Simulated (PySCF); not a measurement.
## Spin-rotation constants: 3-chlorobenzoyl chloride (O=C(Cl)c1cccc(Cl)c1, C7H4Cl2O)

Geometry:
```json
{"atom": "O1", "x (Å)": "3.096", "y (Å)": "-0.507", "z (Å)": "0.626"}
{"atom": "C2", "x (Å)": "2.329", "y (Å)": "0.227", "z (Å)": "0.090"}
{"atom": "Cl3", "x (Å)": "2.956", "y (Å)": "1.658", "z (Å)": "-0.740"}
{"atom": "C4", "x (Å)": "0.869", "y (Å)": "0.080", "z (Å)": "0.035"}
{"atom": "C5", "x (Å)": "0.323", "y (Å)": "-1.034", "z (Å)": "0.678"}
{"atom": "C6", "x (Å)": "-1.043", "y (Å)": "-1.238", "z (Å)": "0.669"}
{"atom": "C7", "x (Å)": "-1.880", "y (Å)": "-0.343", "z (Å)": "0.024"}
{"atom": "C8", "x (Å)": "-1.333", "y (Å)": "0.763", "z (Å)": "-0.614"}
{"atom": "Cl9", "x (Å)": "-2.372", "y (Å)": "1.881", "z (Å)": "-1.419"}
{"atom": "C10", "x (Å)": "0.033", "y (Å)": "0.984", "z (Å)": "-0.615"}
{"atom": "H11", "x (Å)": "0.987", "y (Å)": "-1.724", "z (Å)": "1.176"}
{"atom": "H12", "x (Å)": "-1.463", "y (Å)": "-2.099", "z (Å)": "1.166"}
{"atom": "H13", "x (Å)": "-2.947", "y (Å)": "-0.496", "z (Å)": "0.013"}
{"atom": "H14", "x (Å)": "0.443", "y (Å)": "1.847", "z (Å)": "-1.115"}
```

Method: PySCF, GIAO BHandHLYP/6-31G* magnetisability, rotational g tensor and spin-rotation constants, non-relativistic, gas phase. Geometry: GFN2-xTB.

(1) Give the nuclear spin-rotation constants along the inertial axes (H = +C I·J) beside the isotropic shieldings.

## Answers

(1) Rotational constants 1.6658, 0.6183, 0.4510 GHz. A star marks the isotopologue with that one atom substituted, in its own axes.
| atom | isotope | Caa (kHz) | Cbb (kHz) | Ccc (kHz) | mean (kHz) | σ (ppm) |
| --- | --- | --- | --- | --- | --- | --- |
| Cl3 | 35Cl | 0.790 | 0.086 | 0.148 | 0.342 | 617.1 |
| Cl9 | 35Cl | 0.303 | 0.115 | 0.131 | 0.183 | 775.8 |
| H11 | 1H | -0.002 | 0.005 | -0.047 | -0.015 | 24.4 |
| H12 | 1H | -0.165 | 0.057 | -0.047 | -0.051 | 25.1 |
| H13 | 1H | 0.154 | -0.059 | -0.049 | 0.016 | 25.0 |
| H14 | 1H | -0.142 | 0.060 | -0.049 | -0.044 | 24.3 |
| O1 | 17O* | -1.201 | -0.400 | -0.034 | -0.545 | -191.0 |
| C2 | 13C* | 0.580 | 0.268 | 0.120 | 0.323 | 29.8 |
| C4 | 13C* | 0.731 | 0.204 | 0.054 | 0.329 | 67.6 |
| C5 | 13C* | 0.647 | 0.253 | 0.037 | 0.312 | 68.9 |
| C6 | 13C* | 0.551 | 0.272 | 0.042 | 0.288 | 71.9 |
| C7 | 13C* | 0.736 | 0.215 | 0.051 | 0.334 | 63.4 |
| C8 | 13C* | 0.643 | 0.235 | 0.067 | 0.315 | 60.6 |
| C10 | 13C* | 0.601 | 0.265 | 0.052 | 0.306 | 63.9 |

For the geometry as given, no vibrational averaging.
